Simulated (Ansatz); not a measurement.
# What each rung costs, and what it gives

Saddle point of ZnH₄SeO, singlet (ZnH₂O ([OH][ZnH]) + H₂Se → ZnH₂SeO ([OH][Zn][SeH]) + H₂; bonds formed: H2–H4; dative contacts that become bonds: Zn1–Se5; bonds broken: Zn1–H2, H4–Se5), PBE0-D4/def2-TZVP structure:

| atom | x (Å) | y (Å) | z (Å) |
| --- | --- | --- | --- |
| Zn1 | 0.0449 | -0.4784 | 0.2504 |
| H2 | 0.2604 | 0.7007 | 1.4400 |
| O3 | 0.3394 | -2.1524 | -0.2996 |
| H4 | -0.3525 | 1.2559 | 0.6565 |
| Se5 | -1.2099 | 1.4761 | -0.8745 |
| H6 | 0.8531 | -2.6810 | 0.3142 |
| H7 | 0.0647 | 1.8791 | -1.4870 |

Barriers are electronic and count from the start structure reached by relaxing down the imaginary mode.

Program: Ansatz 0.2.0. Basis: as named in each row. Cores are frozen in the correlated methods. The 3s and 3p shells of Cu and Zn are frozen; filled d shells are correlated. The def2 sets are not built for correlating such inner shells, so the correlated values are less sure here. B3LYP uses VWN-RPA correlation. Extrapolation: Hartree–Fock as exp(−7.88 √X), correlation as X^−2.97.

Times are rough, for one single point on 4 threads of a shared host (Arm Neoverse V2).

The estimate by CCSD(T) at an estimated basis limit (MP2 extrapolated from triple and quadruple zeta, plus CCSD(T) − MP2 in triple zeta) is 98.7 kJ/mol.

| method | basis | time (s) | barrier (kJ/mol) | method less estimate |
| --- | --- | --- | --- | --- |
| SPW92 | def2-SVP | under 1 | 62.8 | -35.9 |
| HF | STO-3G | under 1 | 74.0 | -24.8 |
| PBE-D4 | def2-SVP | under 1 | 73.3 | -25.4 |
| B3LYP-D4 | 6-31G | under 1 | 102.0 | 3.3 |
| SPW92 | def2-TZVPP | under 1 | 68.2 | -30.6 |
| PBE0-D4 | def2-SVP | 1 | 85.7 | -13.0 |
| PBE-D4 | def2-TZVPP | 2 | 77.6 | -21.1 |
| BLYP-D4 | def2-TZVPP | 2 | 92.1 | -6.6 |
| B3LYP-D4 | def2-TZVPP | 2 | 98.9 | 0.2 |
| BHLYP-D4 | def2-TZVPP | 2 | 110.9 | 12.2 |
| PBE0-D4 | def2-TZVPP | 2 | 87.1 | -11.6 |
| CAM-B3LYP-D4 | def2-TZVPP | 2 | 108.1 | 9.3 |
| PBE-D4 | STO-3G | 3 | 48.7 | -50.1 |
| r2SCAN-D4 | def2-TZVPP | 3 | 83.2 | -15.6 |
| CCSD(T) | def2-SVP | 4 | 108.9 | 10.2 |
| RPA on PBE | def2-TZVPP | 4 | 105.6 | 6.9 |
| wB97M-V | def2-SVP | 4 | 104.7 | 5.9 |
| r2SCAN0-D4 | def2-TZVPP | 4 | 90.6 | -8.1 |
| B2PLYP | def2-TZVPP | 4 | 101.1 | 2.4 |
| PBE-QIDH | def2-TZVPP | 4 | 95.8 | -3.0 |
| wB97X-V | def2-TZVPP | 6 | 108.3 | 9.6 |
| B97M-V | def2-TZVPP | 7 | 97.2 | -1.6 |
| wB97M-V | def2-TZVPP | 8 | 108.1 | 9.4 |
| MP2 | def2-QZVPP | 14 | 97.7 | -1.0 |
| CCSD(T) | def2-TZVPP | 83 | 104.5 | 5.8 |

All methods are single points on the PBE0-D4 structures.

The T1 diagnostic stays at or below 0.015.

Exchanges of this kind with a chalcogen hydride build sulfide and selenide films.

Labels in which every atom is bracketed show which atoms are joined, not bond orders.
